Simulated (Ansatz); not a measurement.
One change: `ClCC1=C[SiH2]1` becomes `C[SiH2]C1=C[SiH2]1`.

Ansatz, PBE0-D4/def2-TZVP geometries, multiplicity 1. Each molecule was computed in one conformer, which needn't be the lowest.

```tsv
property	`ClCC1=C[SiH2]1`
HOMO energy (PBE/def2-TZVPP) / eV	-6.49
LUMO energy (ωB97M-V/def2-TZVPP) / eV	1.58
HOMO energy (PBE0/def2-TZVPP) / eV	-7.65
size of the dipole moment (ωB97M-V/def2-TZVPP) / D	1.81
HOMO–LUMO gap (ωB97M-V/def2-TZVPP) / eV	11.38
HOMO–LUMO gap (PBE/def2-TZVPP) / eV	4.84
```

**Question.** What does the change do to each property? (Estimate.)

**Answer.** Ansatz gave: 
```csv
property,`C[SiH2]C1=C[SiH2]1`,shift
HOMO energy (PBE/def2-TZVPP) / eV,-5.95,0.54
LUMO energy (ωB97M-V/def2-TZVPP) / eV,1.44,-0.14
HOMO energy (PBE0/def2-TZVPP) / eV,-7.04,0.61
size of the dipole moment (ωB97M-V/def2-TZVPP) / D,0.93,-0.88
HOMO–LUMO gap (ωB97M-V/def2-TZVPP) / eV,10.59,-0.79
HOMO–LUMO gap (PBE/def2-TZVPP) / eV,4.23,-0.61
```

With PBE0 the HOMO rises by 0.61 eV and the LUMO falls by 0.11 eV, so the gap narrows by about 0.72 eV. PBE moves the HOMO by 0.54 eV and ωB97M-V by 0.67 eV. Dipoles are sizes alone; their direction can turn.
